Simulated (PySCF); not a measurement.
C₂H₆ClGa, singlet, geometry from GFN2-xTB (such geometries of metal compounds can be far from the true shape); BLYP/6-31G (PySCF).

Here is a job for PySCF.
```python
from pyscf import gto, scf, dft

mol = gto.Mole()
mol.atom = '''
    Ga   -0.238826    0.100834   -0.140928
    C    -1.801463   -1.215728   -0.233938
    H    -1.489747   -2.112350   -0.776704
    H    -2.677611   -0.793048   -0.726654
    H    -2.077411   -1.521984    0.778831
    C    -0.065049    2.001846   -0.875734
    H     0.732351    2.031670   -1.623405
    H     0.216980    2.678727   -0.064580
    H    -0.987966    2.361123   -1.332046
    Cl    1.463887   -0.616864    0.868903
'''
mol.basis = '6-31g'
mol.charge = 0
mol.spin = 0
mol.verbose = 4
mol.build()

mf = dft.RKS(mol)
mf.xc = 'blyp'
mf.diis = False
mf.max_cycle = 100
mf.kernel()
mf.analyze()
```

Problem. Predict the main parts of the log of this PySCF run.

Solution. 
```
PySCF version 2.14.0

[INPUT] verbose = 4
[INPUT] num. atoms = 10
[INPUT] num. electrons = 66
[INPUT] charge = 0
[INPUT] spin (= nelec alpha-beta = 2S) = 0
[INPUT] symmetry False subgroup None
[INPUT] Mole.unit = angstrom
[INPUT] Symbol           X                Y                Z      unit          X                Y                Z       unit  Magmom
[...]
nuclear repulsion = 340.705483283049
number of shells = 40
number of NR pGTOs = 204
number of NR cGTOs = 70
basis = 6-31g
ecp = {}

******** <class 'pyscf.dft.rks.RKS'> ********
method = RKS
initial guess = minao
damping factor = 0
level_shift factor = 0
DIIS disabled
SCF conv_tol = 1e-09
SCF conv_tol_grad = None
SCF max_cycles = 100
direct_scf = True
direct_scf_tol = 1e-13
XC library pyscf.dft.libxc version 7.1.2
    S. Lehtola, C. Steigemann, M. J. T. Oliveira, and M. A. L. Marques,  SoftwareX 7, 1–5 (2018)
XC functionals = blyp
    A. D. Becke,  Phys. Rev. A 38, 3098 (1988)
    C. Lee, W. Yang, and R. G. Parr,  Phys. Rev. B 37, 785 (1988)
    B. Miehlich, A. Savin, H. Stoll, and H. Preuss,  Chem. Phys. Lett. 157, 200 (1989)
radial grids:
    Treutler-Ahlrichs [JCP 102, 346 (1995); DOI:10.1063/1.469408] (M4) radial grids

becke partition: Becke, JCP 88, 2547 (1988); DOI:10.1063/1.454033
pruning grids: <function nwchem_prune>
grids dens level: 3
symmetrized grids: False
atomic radii adjust function: <function treutler_atomic_radii_adjust>
small_rho_cutoff = 0
Set gradient conv threshold to 3.16228e-05
Initial guess from minao.
tot grids = 126872
init E= -2464.00026043116
[...]
cycle= 1 E= -2464.41044954807  delta_E= -0.41  |g|= 0.705  |ddm|=  2.9
[...]
cycle= 2 E= -2464.19712620246  delta_E= 0.213  |g|= 1.11  |ddm|=  2.1
[...]
cycle= 3 E= -2463.67541731182  delta_E= 0.522  |g|=  1.9  |ddm|=    3
[...]
cycle= 4 E= -2462.58850788432  delta_E= 1.09  |g|= 2.54  |ddm|= 4.83
[...]
cycle= 5 E= -2460.32866972689  delta_E= 2.26  |g|= 4.58  |ddm|= 6.27
[...]
cycle= 6 E= -2457.34533492436  delta_E= 2.98  |g|=  4.8  |ddm|= 9.88
[...]
cycle= 7 E= -2392.41273152585  delta_E= 64.9  |g|=  9.6  |ddm|= 12.8
[...]
cycle= 8 E= -2383.77843734142  delta_E= 8.63  |g|= 4.16  |ddm|= 22.6
[...]
cycle= 9 E= -2197.11575495512  delta_E=  187  |g|= 9.02  |ddm|= 77.6
[...]
cycle= 10 E= -2381.91494828689  delta_E= -185  |g|= 3.62  |ddm|= 77.6
[...]
cycle= 11 E= -2196.00395895636  delta_E=  186  |g|= 9.17  |ddm|= 77.8
[...]
cycle= 12 E= -2381.90020748792  delta_E= -186  |g|= 3.64  |ddm|= 77.8
[...]
[...]
[...]
cycle= 82 E= -2381.89998129213  delta_E= -186  |g|= 3.64  |ddm|= 77.8
[...]
cycle= 83 E= -2195.97683828035  delta_E=  186  |g|= 9.17  |ddm|= 77.8
[...]
cycle= 84 E= -2381.89998129213  delta_E= -186  |g|= 3.64  |ddm|= 77.8
[...]
cycle= 85 E= -2195.97683828035  delta_E=  186  |g|= 9.17  |ddm|= 77.8
[...]
cycle= 86 E= -2381.89998129214  delta_E= -186  |g|= 3.64  |ddm|= 77.8
[...]
cycle= 87 E= -2195.97683828035  delta_E=  186  |g|= 9.17  |ddm|= 77.8
[...]
cycle= 88 E= -2381.89998129213  delta_E= -186  |g|= 3.64  |ddm|= 77.8
[...]
cycle= 89 E= -2195.97683828036  delta_E=  186  |g|= 9.17  |ddm|= 77.8
[...]
cycle= 90 E= -2381.89998129213  delta_E= -186  |g|= 3.64  |ddm|= 77.8
[...]
cycle= 91 E= -2195.97683828035  delta_E=  186  |g|= 9.17  |ddm|= 77.8
[...]
cycle= 92 E= -2381.89998129213  delta_E= -186  |g|= 3.64  |ddm|= 77.8
[...]
cycle= 93 E= -2195.97683828035  delta_E=  186  |g|= 9.17  |ddm|= 77.8
[...]
cycle= 94 E= -2381.89998129213  delta_E= -186  |g|= 3.64  |ddm|= 77.8
[...]
cycle= 95 E= -2195.97683828035  delta_E=  186  |g|= 9.17  |ddm|= 77.8
[...]
cycle= 96 E= -2381.89998129213  delta_E= -186  |g|= 3.64  |ddm|= 77.8
[...]
cycle= 97 E= -2195.97683828035  delta_E=  186  |g|= 9.17  |ddm|= 77.8
[...]
cycle= 98 E= -2381.89998129213  delta_E= -186  |g|= 3.64  |ddm|= 77.8
[...]
cycle= 99 E= -2195.97683828035  delta_E=  186  |g|= 9.17  |ddm|= 77.8
[...]
cycle= 100 E= -2381.89998129214  delta_E= -186  |g|= 3.64  |ddm|= 77.8
SCF not converged.
SCF energy = -2381.89998129214
**** SCF Summaries ****
Total Energy =                       -2381.899981292135180
Nuclear Repulsion Energy =             340.705483283048977
One-electron Energy =                -4366.115908212590512
Two-electron Energy =                 1643.510443637406297
Two-electron Coulomb Energy =         1770.189122679474167
DFT Exchange-Correlation Energy =     -126.678679042067955
HOMO-LUMO gap [eV] =                    10.475886868886427
**** MO energy ****
[...]
 ** Mulliken pop on meta-lowdin orthogonal AOs  **
 ** Mulliken pop  **
 ** Mulliken atomic charges  **
charge of    0Ga =    -14.40424
charge of    1C =      3.82369
charge of    2H =      0.98596
charge of    3H =      0.98875
charge of    4H =      0.98594
charge of    5C =      3.82371
charge of    6H =      0.98598
charge of    7H =      0.98594
charge of    8H =      0.98875
charge of    9Cl =      0.83552
Dipole moment(X, Y, Z, Debye): -40.04156, 16.82119, -23.98797
```

The run did not converge; its last values are not results.
